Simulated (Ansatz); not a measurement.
Ansatz (a first-principles code) input (CCSD(T)/aug-cc-pVDZ):

Ansatz 0.2 input:
```yaml
crystal:
  periodic: [false, false, false]
  atoms:
    - {symbol: Ga, position_ang: [0.00000000, 0.00000000, 0.00000000]}
    - {symbol: F, position_ang: [0.00000000, 0.00000000, 1.67033866]}
    - {symbol: F, position_ang: [-0.00000000, -0.00000000, -1.67033866]}
basis:
  gaussian:
    orbitals: aug-cc-pVDZ
total_charge: 1
magnetization: {spin_polarized: false}
correlation: {method: ccsd_t, electrons: outside_noble_gas}
output: {forces: true}
```

End of the output:

```
integrals: 0.07 GiB planned
828 factors; integrals over basis functions are off by at most 5.7e-4 eV
mean field: 0.28 GiB planned
mean field evaluation 1: about -57729.8591 eV, gradient 7.4e1 eV
mean field evaluation 2: about -57729.9684 eV, gradient 7.4e1 eV
mean field evaluation 4: about -57738.6051 eV, gradient 1.8e0 eV
mean field evaluation 8: about -57738.6595 eV, gradient 7.8e-2 eV
mean field evaluation 16: about -57738.4959 eV, gradient 1.8e0 eV
mean field -57738.65960393 eV, -2121.8566037754 hartree, gradient 3.0e-6 eV, S^2 0.000000; 0 other end points of the search recorded, 0 dependent functions left out
16 core orbitals not correlated, not the lowest: weight in the atoms' cores, before any rotation towards them, 0.839 or more for the frozen orbitals, at most 0.151 for the correlated occupied ones
reference -57738.65960393 eV, -2121.8566037754 hartree; 8, 8 occupied and 58, 58 virtual orbitals, 828 factors
densities: 0.24 GiB planned
second order -12.69549612 eV of doubles, -0.00000000 eV of singles
coupled cluster: 0.18 GiB planned
cycle   1  -12.23506519 eV  change    4.6e-1 eV  update   1.1e-1
cycle   2  -12.56398584 eV  change   -3.3e-1 eV  update   3.9e-2
cycle   3  -12.64707254 eV  change   -8.3e-2 eV  update   1.8e-2
cycle   4  -12.64268319 eV  change    4.4e-3 eV  update   4.1e-3
cycle   5  -12.63688960 eV  change    5.8e-3 eV  update   1.3e-3
cycle   6  -12.63735502 eV  change   -4.7e-4 eV  update   3.8e-4
cycle   7  -12.63744363 eV  change   -8.9e-5 eV  update   9.4e-5
cycle   8  -12.63735245 eV  change    9.1e-5 eV  update   2.7e-5
cycle   9  -12.63734001 eV  change    1.2e-5 eV  update   5.2e-6
perturbative correction -0.33074379 eV, -0.0121546101 hartree
the calculation of the forces begins
Total energy: -57751.62768774 eV, -2122.3331720651 hartree
Atom 0 at     0.000000     0.000000     0.000000 Å, force    -0.000000     0.000000     0.000000 eV/Å
Atom 1 at     0.000000     0.000000     1.670339 Å, force     0.000000    -0.000000     0.830983 eV/Å
Atom 2 at    -0.000000    -0.000000    -1.670339 Å, force     0.000000    -0.000000    -0.830983 eV/Å
Dipole moment:    -0.000000    -0.000000    -0.000000 e Å
```

It need not be the lowest isomer of its formula.
